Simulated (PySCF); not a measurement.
1,1-dichloro-1-fluoropropane (C₃H₅Cl₂F), SMILES C(C)C(F)(Cl)Cl.

The structure is a stationary point at ωB97X-D3(BJ)/def2-SVP. The values are those of a single conformer.

Computed with SMD-M06-2X/6-31G* run with PySCF.

Solvation free energies are E(SMD) − E(gas) at the gas-phase geometry, for 1 M in both phases. In vacuum the dipole moment is 2.22 D.

Question: Rank water, 2-propanol, cyclohexanone by solvation free energy, most negative first.

Answer: 2-propanol (-4.7 kcal/mol), cyclohexanone (-3.9 kcal/mol), water (0.0 kcal/mol)
